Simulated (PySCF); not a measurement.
**Electron correlation in Tl (thallium, neutral)**

[Xe] 4f14 5d10 6s2 6p1, 2P determinant. Computed with PySCF 2.14 in x2c-TZVPPall, with the spin-free X2C one-electron Hamiltonian (Gaussian nucleus). Frozen: [Xe] 4f14 5d10; 3 electrons correlated.

MP2 pair energies summed by pair of shells (mhartree):

```tsv
pair	energy	share (%)
6s-6s	-15.34	60.2
6s-6p	-10.13	39.8
```

Total MP2 correlation energy: -25.48 mhartree.

Same-spin part -2.18 and opposite-spin part -23.30 mhartree; SCS-MP2 scales them by 1/3 and 6/5 to -28.68 mhartree.
